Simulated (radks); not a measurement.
Results of a calculation; reference values are marked as such.
Trend from Li+ to Ne+: ionisation energy by Delta-SCF between NIST ground configurations, and size. Code: a radial shooting solver on a logarithmic mesh with Libxc functionals. Model: non-relativistic Kohn-Sham, PBE, spin-polarised, spherical densities, point nucleus; open shells are filled with parallel spins first.

| species | configuration | configuration of the ion | IE (eV) | NIST (eV) | kind | r at 0.001 e/bohr^3 (bohr) |
|---|---|---|---|---|---|---|
| Li+ | [He] | 1s1 | 75.361 | 75.640 | theory | 1.86 |
| Be+ | [He] 2s1 | [He] | 18.497 | 18.211 | exp. | 3.43 |
| B+ | [He] 2s2 | [He] 2s1 | 24.606 | 25.155 | exp. | 3.33 |
| C+ | [He] 2s2 2p1 | [He] 2s2 | 24.586 | 24.383 | exp. | 3.17 |
| N+ | [He] 2s2 2p2 | [He] 2s2 2p1 | 30.083 | 29.601 | semi-emp. | 3.00 |
| O+ | [He] 2s2 2p3 | [He] 2s2 2p2 | 35.503 | 35.121 | exp. | 2.85 |
| F+ | [He] 2s2 2p4 | [He] 2s2 2p3 | 34.955 | 34.971 | exp. | 2.74 |
| Ne+ | [He] 2s2 2p5 | [He] 2s2 2p4 | 41.385 | 40.963 | exp. | 2.63 |

Reference values: NIST Atomic Spectra Database (exp. = measured, semi-emp. = semi-empirical, theory = theoretical value adopted there). Open shells are spherical and high-spin; term and fine-structure splittings are not resolved.
